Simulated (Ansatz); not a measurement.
`B1CB[SiH2]1`. Charge 0, multiplicity 1. Geometry: relaxed with PBE0-D4/def2-TZVP.

```xyz
10

B    -0.793    0.666    0.074
C     0.727    1.023    0.067
B     0.921   -0.268   -0.698
Si   -0.504   -1.351    0.163
H    -1.685    1.458    0.039
H     1.183    2.002   -0.031
H     0.412    0.835    1.156
H     1.357   -0.285   -1.810
H    -0.244   -1.747    1.571
H    -1.375   -2.332   -0.530
```

(1) What is the dipole moment at PBE/def2-TZVPP? (Best estimate.)

(2) And with r2SCAN, B3LYP, ωB97M-V? (Estimate.)

(3) Give the Mulliken charges with PBE, ωB97M-V, B3LYP in def2-TZVPP. (An estimate is asked.)

## Answers

(1) The calculation gave: 1.18 D, with components (0.14, 0.99, 0.64) D in this frame, pointing from negative to positive charge.

(2) The calculation gave: r2SCAN 1.16 D, B3LYP 1.06 D, ωB97M-V 1.07 D.

(3) The calculation gave: 
| atom | PBE | ωB97M-V | B3LYP |
| --- | --- | --- | --- |
| B1 | -0.06 | -0.16 | -0.06 |
| C2 | -0.06 | -0.14 | -0.10 |
| B3 | -0.05 | -0.12 | -0.05 |
| Si4 | 0.01 | -0.01 | 0.04 |
| H5 | 0.05 | 0.13 | 0.06 |
| H6 | 0.11 | 0.12 | 0.12 |
| H7 | 0.11 | 0.14 | 0.10 |
| H8 | 0.01 | 0.08 | 0.02 |
| H9 | -0.04 | -0.01 | -0.06 |
| H10 | -0.07 | -0.03 | -0.08 |

B3LYP here is the variant with VWN-RPA as its local correlation; programs differ in this.

Results of the Gaussian-basis code of Ansatz.
